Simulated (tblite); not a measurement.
Start geometry of `[C@@](C#C)(CC)(F)CO` from a force field or distance geometry (Å):
```
atom  x, y, z in Å
C1    -0.2042    2.6462    0.7368
C2    -0.3162    1.4781    0.4991
C3    -0.4262    0.0258    0.2372
F4    -0.4809   -0.6129    1.4303
C5     0.7602   -0.5220   -0.5476
C6     2.0859   -0.3783    0.1763
C7    -1.7704   -0.2573   -0.4805
O8    -1.9656   -1.6550   -0.6936
H9    -0.1176    3.6870    0.9490
H10    0.6077   -1.5905   -0.7433
H11    0.8331   -0.0243   -1.5314
H12    2.3560    0.6694    0.3281
H13    2.8862   -0.8447   -0.3929
H14    2.0592   -0.8678    1.1546
H15   -2.6177    0.1023    0.1290
H16   -1.8223    0.2433   -1.4367
H17   -1.8741   -2.0875    0.1758
```

What comes out of this run: tblite, GFN2-xTB geometry optimisation, gas phase?

```
atom  x, y, z in Å
C1    -0.193    2.617    0.721
C2    -0.290    1.447    0.487
C3    -0.423    0.023    0.234
F4    -0.480   -0.650    1.466
C5     0.765   -0.528   -0.561
C6     2.084   -0.363    0.185
C7    -1.769   -0.267   -0.464
O8    -1.958   -1.634   -0.693
H9    -0.101    3.645    0.910
H10    0.575   -1.585   -0.761
H11    0.802    0.000   -1.515
H12    2.301    0.691    0.345
H13    2.895   -0.805   -0.388
H14    2.035   -0.856    1.153
H15   -2.577    0.148    0.156
H16   -1.786    0.224   -1.439
H17   -1.886   -2.094    0.153
```

The energy falls by 0.103 eV over 38 L-BFGS steps, the largest force on an atom goes from 1.54 to 0.009 eV/Å, and the atoms move by 0.040 Å rms after alignment. The bond that changes most is C3–F4 (sp3 C–F carbon to alkyl fluorine), which lengthens by 0.050 Å. Bonds longer at the end by more than 0.005 Å: 4 of 16; shorter: 7. Among the angles that change most is O8–C7–H15, from 107.2° to 111.2°. Rotational constants go from 2426, 1748, 1289 to 2439, 1748, 1308 MHz. The orientation of the end geometry is arbitrary; only internal coordinates are fixed.

On Arm Neoverse N1, one thread, shared host, this took 0.35 s of wall time.

Its GFN2-xTB frequencies are all real (lowest 82 cm⁻¹). One conformer, not necessarily the lowest. 3 starts were optimised and ended at 0.00, 1.26 and 2.00 kcal/mol (GFN2-xTB); the lowest of these is shown.

These are computed values.
